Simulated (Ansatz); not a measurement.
FH4SbSi: structure from calculated spectroscopic constants

These gas-phase data were calculated for one isomer of FH4SbSi at PBE0-D4/def2-SVP (harmonic, unscaled wavenumbers; equilibrium rotational constants with average atomic masses):

- rotational constants: 14.83, 1.677, 1.562 GHz
- all wavenumbers above 1500 cm⁻¹: 2247, 2232, 1966, 1953
- dipole moment: 1.30 D (PBE0/def2-TZVPD)

Candidates:

(1) `F[SiH2][SbH2]`, a singlet
(2) `[F][SbH][SiH3]`, a singlet

Problem. Which structure fits?

Solution. Candidate (1). 2 modes lie between 2000 and 2380 cm⁻¹, one for each Si–H bond, while (2) has 3.

The same quantities for all candidates:

```
     rotational constants (GHz)  wavenumbers above 1500 cm⁻¹  dipole (D)  E above the lowest, PBE0-D4/def2-SVP (kcal/mol)
(1)         14.83, 1.677, 1.562       2247, 2232, 1966, 1953        1.30                                              0.0
(2)         7.205, 2.668, 2.041       2252, 2239, 2217, 1932        2.50                                             24.6
```

Each candidate is one conformer. Atoms past krypton carry core potentials. Programs: Ansatz 0.2.0.
